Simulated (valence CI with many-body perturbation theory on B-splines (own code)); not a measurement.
**E1 transitions of Er XX**

Computed by valence CI with perturbative core correlation (CI+MBPT): three valence electrons over a frozen Dirac-Fock core [Kr] 4d10, a basis of 8 s, 8 p, 9 d, 9 f, 6 g, 3 h, 2 i functions for each j, with the one-electron correlation potential Σ1 (screened to all orders), the two-electron term Σ2, the three-electron term Σ3, Breit, model QED; selected single and double excitations, second order for the rest, scaled by the run's own slope (own B-spline code, finite nucleus).

No measured levels were compared; by estimate terms of the open shell hold to a few per cent of their energy, and close levels can change places. Core correlation moves these levels by up to 42000 cm⁻¹, and in measured spectra 5 to 20 % of such shifts remained as error; rates that hang on mixing are uncertain with them.

Lines 1 to 50 of 211 in falling wavelength, among levels below 425430 cm⁻¹, chosen from the strongest by gf and those to the six lowest levels. Wavelengths and rates use the calculated energies, so an error of 2000 cm⁻¹ moves a line at 476.8 Å by 0.95 % and its rate by three times that or more. Electric multipoles are in the length gauge, E1 and E2 with the static RPA response of the core. Weak lines are less certain than strong ones. Lines between different terms over intervals too small for the method are left out, as are lines whose strength nearly cancels. Where a level lies close to another of its J and parity, the split of strength between their lines is uncertain. The highest levels of a list are the least certain.

Names give the largest LS component (configuration and term), which can be under half, so a name can repeat, a term be missing and a line seem to break the LS rules; names also repeat where a configuration has a term twice. Letters in brackets count levels of one name in rising energy.

| λ vac (Å) | Upper | Lower | A (s⁻¹) | log gf | Branch % |
| --- | --- | --- | --- | --- | --- |
| 476.8 | 4f²5s ⁴F_9/2 | 4f³ ²F°_7/2 [b] | 1.77e+03 | -6.22 | 0.8 |
| 444.6 | 4f²5s ²G_9/2 | 4f³ ²F°_7/2 [b] | 3.54e+03 | -5.98 | 1.6 |
| 434.0 | 4f²5s ²F_7/2 | 4f³ ²F°_7/2 [b] | 4.68e+03 | -5.98 | 1.2 |
| 430.5 | 4f²5s ²D_3/2 | 4f³ ²F°_5/2 [b] | 9.48e+03 | -5.98 | 1.6 |
| 424.5 | 4f²5s ²D_5/2 | 4f³ ²F°_7/2 [b] | 3.23e+03 | -6.28 | 0.5 |
| 394.6 | 4f²5s ⁴P_5/2 | 4f³ ²F°_7/2 [b] | 3.98e+03 | -6.25 | 0.5 |
| 389.3 | 4f²5s ²G_7/2 | 4f³ ²G°_7/2 [b] | 2.02e+04 | -5.43 | 8.1 |
| 388.3 | 4f²5s ²F_5/2 | 4f³ ²G°_7/2 [b] | 3.12e+04 | -5.37 | 8.8 |
| 384.4 | 4f²5s ²G_7/2 | 4f³ ²G°_9/2 [b] | 9.39e+03 | -5.78 | 3.7 |
| 374.2 | 4f²5s ²G_9/2 | 4f³ ²G°_7/2 [b] | 5.87e+03 | -5.91 | 2.7 |
| 371.8 | 4f²5s ⁴H_9/2 | 4f³ ²H°_9/2 [b] | 2.75e+03 | -6.24 | 4.0 |
| 369.6 | 4f²5s ²G_9/2 | 4f³ ²G°_9/2 [b] | 3.76e+04 | -5.11 | 17.2 |
| 366.6 | 4f²5s ²F_7/2 | 4f³ ²G°_7/2 [b] | 1.62e+04 | -5.58 | 4.3 |
| 366.0 | 4f²5s ²G_7/2 | 4f³ ²F°_7/2 [a] | 4.88e+03 | -6.11 | 1.9 |
| 365.1 | 4f²5s ²F_5/2 | 4f³ ²F°_7/2 [a] | 7.34e+03 | -6.06 | 2.1 |
| 363.4 | 4f²5s ²G_7/2 | 4f³ ²D°_5/2 [b] | 6.00e+03 | -6.02 | 2.4 |
| 362.8 | 4f²5s ²H_9/2 | 4f³ ²H°_11/2 [b] | 4.09e+03 | -6.09 | 2.0 |
| 362.3 | 4f²5s ²F_7/2 | 4f³ ²G°_9/2 [b] | 5.94e+04 | -5.03 | 15.6 |
| 357.4 | 4f²5s ⁴H_9/2 | 4f³ ²I°_11/2 | 3.47e+03 | -6.18 | 5.0 |
| 356.1 | 4f²5s ⁴F_7/2 | 4f³ ²F°_5/2 [a] | 3.27e+03 | -6.30 | 1.3 |
| 355.1 | 4f²5s ⁴F_9/2 | 4f³ ²H°_11/2 [b] | 7.80e+03 | -5.83 | 3.5 |
| 352.4 | 4f²5s ²H_9/2 | 4f³ ²H°_9/2 [b] | 1.02e+04 | -5.72 | 5.0 |
| 350.0 | 4f²5s ⁴F_3/2 | 4f³ ⁴D°_1/2 | 1.17e+04 | -6.06 | 4.9 |
| 349.9 | 4f²5s ²H_9/2 | 4f³ ⁴D°_7/2 | 3.75e+03 | -6.16 | 1.8 |
| 346.7 | 4f²5s ²F_5/2 | 4f³ ²F°_5/2 [a] | 1.66e+04 | -5.74 | 4.7 |
| 345.9 | 4f²5s ²F_7/2 | 4f³ ²F°_7/2 [a] | 1.37e+04 | -5.71 | 3.6 |
| 345.8 | 4f²5s ²F_5/2 | 4f³ ²D°_3/2 [c] | 1.25e+04 | -5.87 | 3.5 |
| 345.4 | 4f²5s ⁴F_7/2 | 4f³ ⁴D°_7/2 | 4.18e+03 | -6.22 | 1.6 |
| 345.3 | 4f²5s ⁴H_11/2 | 4f³ ²I°_11/2 | 2.45e+03 | -6.28 | 3.0 |
| 345.2 | 4f²5s ⁴F_9/2 | 4f³ ²H°_9/2 [b] | 2.80e+03 | -6.30 | 1.3 |
| 344.2 | 4f²5s ²H_11/2 | 4f³ ²H°_11/2 [b] | 1.84e+04 | -5.41 | 5.4 |
| 343.6 | 4f²5s ²F_7/2 | 4f³ ²D°_5/2 [b] | 7.31e+03 | -5.99 | 1.9 |
| 342.8 | 4f²5s ⁴F_9/2 | 4f³ ⁴D°_7/2 | 3.88e+04 | -5.17 | 17.5 |
| 340.0 | 4f²5s ⁴F_5/2 | 4f³ ⁴D°_3/2 | 2.52e+04 | -5.58 | 9.5 |
| 339.9 | 4f²5s ²D_5/2 | 4f³ ²F°_7/2 [a] | 6.34e+03 | -6.18 | 1.0 |
| 339.6 | 4f²5s ²G_7/2 | 4f³ ²H°_9/2 [b] | 2.48e+04 | -5.46 | 9.9 |
| 339.4 | 4f²5s ²H_9/2 | 4f³ ²I°_11/2 | 8.69e+04 | -4.82 | 42.7 |
| 339.4 | 4f²5s ⁴F_5/2 | 4f³ ⁴D°_5/2 | 7.16e+03 | -6.13 | 2.7 |
| 337.6 | 4f²5s ²D_5/2 | 4f³ ²D°_5/2 [b] | 1.21e+04 | -5.91 | 2.0 |
| 337.0 | 4f²5s ²G_9/2 | 4f³ ²H°_11/2 [b] | 2.00e+04 | -5.47 | 9.1 |
| 336.3 | 4f²5s ²D_3/2 | 4f³ ²D°_5/2 [b] | 1.18e+04 | -6.10 | 2.1 |
| 334.9 | 4f²5s ⁴H_9/2 | 4f³ ²G°_7/2 [a] | 4.25e+03 | -6.15 | 6.1 |
| 332.7 | 4f²5s ⁴F_9/2 | 4f³ ²I°_11/2 | 2.26e+04 | -5.43 | 10.2 |
| 332.4 | 4f²5s ⁴F_7/2 | 4f³ ⁴D°_5/2 | 4.81e+04 | -5.20 | 18.7 |
| 331.9 | 4f²5s ⁴F_3/2 | 4f³ ²P°_1/2 | 1.41e+04 | -6.03 | 5.8 |
| 330.5 | 4f²5s ²H_11/2 | 4f³ ²I°_13/2 | 2.16e+05 | -4.37 | 63.2 |
| 329.8 | 4f²5s ²F_5/2 | 4f³ ²D°_3/2 [b] | 8.09e+03 | -6.10 | 2.3 |
| 329.3 | 4f²5s ²F_7/2 | 4f³ ²F°_5/2 [a] | 7.48e+03 | -6.01 | 2.0 |
| 329.0 | 4f²5s ²H_9/2 | 4f³ ⁴G°_11/2 | 5.41e+03 | -6.06 | 2.7 |
| 328.4 | 4f²5s ⁴H_7/2 | 4f³ ⁴G°_5/2 | 2.29e+04 | -5.53 | 39.1 |
